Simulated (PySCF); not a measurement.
PySCF input (BP86/def2-SVP):

```python
from pyscf import gto, dft

mol = gto.M(
    atom='''
    Sn   -0.00000000   -0.00000000   -0.29954676
    F     0.00000000    0.00000000    1.66414866
    ''',
    basis='def2-svp',
    ecp='def2-svp',
    charge=0,
    spin=1,
    symmetry='C2v',
    verbose=4,
)

mf = dft.UKS(mol, xc='bp86')
mf.grids.level = 3
mf.conv_tol = 1e-9
mf.max_cycle = 100
mf.max_memory = 1500
mf.kernel()
if not mf.converged:
    mf = mf.newton()
    mf.kernel(mf.make_rdm1())
mf.dip_moment()
```

### Question
Predict the final energy.

### Answer
-314.18310 Eh.
